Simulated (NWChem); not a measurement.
GeP2H6; SMILES [PH2][GeH2][PH2]

```xyz
9

Ge    -0.6497     0.0004    -0.0004
P      0.5477    -1.9998     0.0013
P      0.5550     1.9963     0.0010
H     -1.5530     0.0016     1.2495
H     -1.5511     0.0024    -1.2516
H      1.4450    -1.5788    -1.0282
H      1.4258    -1.5869     1.0504
H      1.4409     1.5758     1.0404
H      1.4418     1.5765    -1.0380
```
Atoms are numbered in this order, from 1.

Results from NWChem. Pople sets run with spherical d functions. STO-3G and 3-21G are far too small for this property and stand as cheap habits. Coordinates come from a PBE0/def2-SVP optimisation. Field at 589 nm.

### Question
Among these, which level gives the lowest value of “isotropic polarisability (bohr³)”?
A) B3LYP/def2-SVP
B) B3LYP/6-31G*
C) B3LYP/aug-cc-pVDZ
D) B3LYP/STO-3G

### Answer
D, B3LYP/STO-3G. Values: B3LYP/STO-3G 38.7; B3LYP/6-31G* 81.3; B3LYP/def2-SVP 81.5; B3LYP/aug-cc-pVDZ 100.9
